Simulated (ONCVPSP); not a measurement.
## Before and after: ONCV potential for gallium

```json
{
 "Element": "Ga (Z = 31)",
 "Generator": "ONCVPSP 4.0.1",
 "Type": "optimised norm-conserving Vanderbilt (ONCV)",
 "Functional": "PBE",
 "Relativity": "scalar-relativistic",
 "Frozen core": "[Ne] 3s2",
 "Valence charge": "19",
 "Reference configuration": "3p6 3d10 4s2 4p1",
 "Partial waves": "4s: rc 2.00 bohr, ncon 4, nbas 8, qcut 3.1 1/bohr, 3 projectors, debl 2.6 Ha; 3p+4p: rc 1.05 bohr, ncon 4, nbas 9, qcut 14.4 1/bohr, 2 projectors; 3d: rc 0.85 bohr, ncon 5, nbas 9, qcut 19.9 1/bohr, 2 projectors, debl 3.2 Ha; f scattering state at 0.32 Ha: rc 1.75 bohr, ncon 3, nbas 7, qcut 6.6 1/bohr, 2 projectors, debl 0.6 Ha",
 "Local potential": "polynomial inside 0.75 bohr (lpopt 5, dvloc0 2 Ha)",
 "Core correction": "Teter function, fcfact 3, rcfact 1.1"
}
```

Change: s: qcut 1.9; p: qcut 9; d: qcut 12.4; f: qcut 4.1.

Cutoffs: the cutoffs (Ha) at which the residual kinetic energy of the hardest occupied pseudo-wave falls to 1 and 0.1 mHa per electron; they do not see the model core or the augmentation charge, which bear on the density cutoff. Errors are all-electron minus pseudo energies relative to the spin-unpolarised reference configuration.

Q: How do hardness, ghosts and transferability respond?

A: The potential gets harder (153 Ha and 173 Ha → 392 Ha and 437 Ha); the lowest positive-energy flag moves from s at 17.7 eV to s at 31.9 eV; the errors of the 3 common tests hardly move; the range in which the f phases agree narrows (upper end 4.3 → 1.8); neither file shows a bound ghost.

```csv
quantity,base,changed
"cutoff, loose",153 Ha,392 Ha
"cutoff, tight",173 Ha,437 Ha
loose cutoff by channel,"s 12 Ha, p 58 Ha, d 153 Ha","s 36 Ha, p 64 Ha, d 392 Ha"
bound ghosts,none,none
GHOST(+) flags under 300 eV,"s at 17.7 eV, f at 141.4 eV","s at 31.9 eV, f at 52.0 eV"
tests with a reliable result,3 of 4,3 of 4
"error for 3p6 3d10 4s2 4p0, meV [ΔE 5.69 eV]",0.0,-0.3
"error for 3p6 3d10 4s1 4p0, meV [ΔE 26.82 eV]",-6.3,-6.2
"error for 3p6 3d10 4s1 4p2, meV [ΔE 6.54 eV]",-8.5,-9.4
s: phases at 2.03 bohr within 0.05 rad from the reference energy up to (Ha; the scan ends near 5),to the end of the scan,to the end of the scan
p: phases at 1.06 bohr within 0.05 rad from the reference energy up to (Ha; the scan ends near 5),to the end of the scan,to the end of the scan
d: phases at 0.86 bohr within 0.05 rad from the reference energy up to (Ha; the scan ends near 5),to the end of the scan,to the end of the scan
f: phases at 1.78 bohr within 0.05 rad from the reference energy up to (Ha; the scan ends near 5),4.3,1.8
"rms error of d²Exc/dni dnj with the model core, mHa",2.66,2.53
```
